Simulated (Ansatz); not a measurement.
Program: Ansatz. Geometries: PBE0-D4/def2-TZVP. ΔE: electronic, gas phase. CCSD(T)/CBS is the MP2 limit (def2-TZVPP, def2-QZVPP) plus CCSD(T) − MP2 in def2-TZVPP, frozen cores. DFT in def2-TZVPP. For Mg outer-core shells are correlated without core-valence functions, which leaves a few kJ/mol of doubt a bond. One conformer a species, not always the lowest.

`[NH2][Mg][NH2]` + `[SiH3][SiH2]BS` → `[NH2][Mg][SH]` + `NB[SiH2][SiH3]`  (redistribution)

Problem. Is it downhill or uphill in electronic energy at CCSD(T)/CBS, and by how much? (Estimate.)

Solution. Computed: Downhill: ΔE = -115.6 kJ/mol.

Problem. What do these levels give: ωB97X-V, r2SCAN, MP2/def2-TZVPP, CCSD/def2-TZVPP, MP2/def2-QZVPP, SCS-MP2/def2-QZVPP? (Estimate.)

Solution. Computed: ωB97X-V -120.6, r2SCAN -118.0, MP2/def2-TZVPP -113.4, CCSD/def2-TZVPP -119.0, MP2/def2-QZVPP -113.1, SCS-MP2/def2-QZVPP -115.0 kJ/mol.

Largest T1 diagnostic among the species: 0.016.

From PBE to PBE0 (25 % exact exchange), in def2-TZVPP and without D4, ΔE moves by −5.7 kJ/mol. In def2-TZVPP, CCSD(T) changes the Hartree–Fock value by +19.8 kJ/mol (the triples alone add +2.7 kJ/mol) and MP2 by +22.6 kJ/mol. The D4 term adds +3.6 kJ/mol with B3LYP and +1.9 kJ/mol with PBE0; it sums over pairs of atoms, weighted by their polarisabilities, and B3LYP, whose exchange is more repulsive, gets the larger term.

B3LYP here is the variant with VWN-RPA as its local correlation; programs differ in this.
